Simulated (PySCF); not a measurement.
## A single-point calculation

[PmCl4]− (singlet in the valence; each metal's 4f electrons, 4 of them, lie in its core potential, out of spins and levels). PySCF 2.14.0, RKS B3LYP, Pm lcecp-1-SVP with ECP50, Cl def2-SVP; non-relativistic Hamiltonian with scalar-relativistic core potentials where named; density fitting; no spin-orbit coupling. Purpose: level B3LYP.

```python
mol = gto.M(atom='''
Pm    -0.00000     0.00000    -0.00000
Cl     1.50024     1.50024     1.50024
Cl    -1.50024    -1.50024     1.50024
Cl     1.50024    -1.50024    -1.50024
Cl    -1.50024     1.50024    -1.50024''',
    basis={'Pm': 'lcecp-1-SVP', 'Cl': 'def2-SVP'},
    ecp={'Pm': 'lcecp-1-SVP'},
    charge=-1, spin=0)
mf = dft.RKS(mol, xc='B3LYP')
mf.grids.atom_grid = (75, 302)  # f atoms: unpruned, at least (60, 302)
mf = mf.density_fit()  # fitting sets: Pm AutoAux, Cl def2-universal-JKFIT
mf.conv_tol = 1e-08; mf.max_cycle = 55
mf.kernel(dm0)  # dm0: converged density of the relaxed state
mf.nuc_grad_method().kernel()
```

Run from Python with OMP_NUM_THREADS=2; the lines above give its settings. Where DIIS fails, smearing, a level shift and second-order steps follow.
It took 14 s on 2 threads of Intel(R) Xeon(R) Platinum 8259CL CPU @ 2.50GHz (Skylake/Cascade Lake) (shared host), from an already converged density.

Q: Where do the frontier levels lie, over both spins?

A: HOMO -4.12 eV, LUMO 3.02 eV. The 4f levels lie in the core potential and are missing.

Q: What are the Mulliken charges and spins?

A: 
```json
{"atom": "Pm1", "charge (e)": "0.682", "spin (e)": "0.000"}
{"atom": "Cl2", "charge (e)": "-0.420", "spin (e)": "0.000"}
{"atom": "Cl3", "charge (e)": "-0.420", "spin (e)": "0.000"}
{"atom": "Cl4", "charge (e)": "-0.420", "spin (e)": "0.000"}
{"atom": "Cl5", "charge (e)": "-0.420", "spin (e)": "0.000"}
```
The spin of the 4f electrons in the core isn't counted.

Q: What forces act on the atoms (eV/Å)?

A: 
```
Pm   0.00  0.00  0.00
Cl   0.11  0.11  0.11
Cl  -0.11 -0.11  0.11
Cl   0.11 -0.11 -0.11
Cl  -0.11  0.11 -0.11
```
Forces carry noise of the integration grid, about 0.01 to 0.03 eV/Å.

The geometry was relaxed with PBE0 (Pm lcecp-1-SVP with ECP50, Cl def2-SVP).

An lcecp potential fixes the number of 4f electrons, so in runs with it no electron can move into or out of that shell.
